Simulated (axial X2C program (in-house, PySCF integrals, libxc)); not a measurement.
Spin–orbit effects down a group: molecules with Br, PBE0

Computed with an axial X2C code built on PySCF integrals, spin-free (one-electron X2C) or two-component (2c: spin–orbit coupling with atomic mean-field Coulomb and Gaunt terms, which also bring small scalar terms), in Dyall basis sets with cores contracted in-house; open shells are unrestricted.

Basis sets: Al dyall-v3z, B dyall-v3z, Br dyall-cv3z, Ga dyall-cv3z, In dyall-cv3z.

```csv
molecule,spin-free state,Re (Å),ωe (cm⁻¹),De (eV),2c state,Re 2c (Å),ωe 2c (cm⁻¹),De 2c (eV)
BBr,"M_S = 0, Λ = 0",1.889,684.7,4.56,Ω = 0,1.890,683.7,4.46
AlBr,"M_S = 0, Λ = 0",2.317,370.2,4.55,Ω = 0,2.318,369.7,4.45
GaBr,"M_S = 0, Λ = 0",2.367,262.3,4.34,Ω = 0,2.368,261.9,n/a
InBr,"M_S = 0, Λ = 0",2.560,218.4,4.16,Ω = 0,2.561,218.2,n/a
```

Each entry is the lowest single determinant of a limited PBE0 search at one distance. De goes to single-determinant-based atoms at the same level (for ions the charge split of lowest energy) and is withheld (n/a) where an atom does not fit its ground term or J level. Main or longest-lived isotopes. Some light 2c atoms are not at their ground J level, so De misses part of their lowering (0.04 eV or less). The functionals have no current term, which raises determinants with orbital currents.
